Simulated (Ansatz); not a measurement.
`C[CH2][Sn][NH2]` and `C[CH2][Sn][CH3]` differ in one atom or group.

Ansatz, PBE0-D4/def2-TZVP geometries, multiplicity 1. Each molecule was computed in one conformer, which needn't be the lowest.

Elements past krypton have def2 core potentials.

```tsv
property	`C[CH2][Sn][NH2]`
ideal-gas entropy at 298 K and 1 bar (rigid rotor, harmonic PBE0-D4/def2-TZVP) / J/(mol·K)	353
zero-point energy (PBE0-D4/def2-TZVP) / kJ/mol	234.2
HOMO energy (PBE/def2-TZVPP) / eV	-4.95
HOMO–LUMO gap (PBE/def2-TZVPP) / eV	2.56
HOMO–LUMO gap (PBE0/def2-TZVPP) / eV	4.25
LUMO energy (B3LYP/def2-TZVPP) / eV	-1.93
```

**Question.** Give the same properties after the change, and the shifts. (Best estimate.)

**Answer.** Ansatz gave: 
```csv
property,`C[CH2][Sn][CH3]`,shift
"ideal-gas entropy at 298 K and 1 bar (rigid rotor, harmonic PBE0-D4/def2-TZVP) / J/(mol·K)",364,11
zero-point energy (PBE0-D4/def2-TZVP) / kJ/mol,259.0,24.8
HOMO energy (PBE/def2-TZVPP) / eV,-4.85,0.10
HOMO–LUMO gap (PBE/def2-TZVPP) / eV,1.83,-0.73
HOMO–LUMO gap (PBE0/def2-TZVPP) / eV,3.52,-0.73
LUMO energy (B3LYP/def2-TZVPP) / eV,-2.54,-0.61
```

With PBE0 the HOMO rises by 0.15 eV and the LUMO falls by 0.58 eV, so the gap narrows by about 0.73 eV. PBE moves the HOMO by 0.10 eV and ωB97M-V by 0.17 eV. The zero-point energy changes by 24.8 kJ/mol with +3 modes. Modes under 60 cm⁻¹, often nearly free rotors, make the harmonic entropy too high.

B3LYP here is the variant with VWN-RPA as its local correlation; programs differ in this.
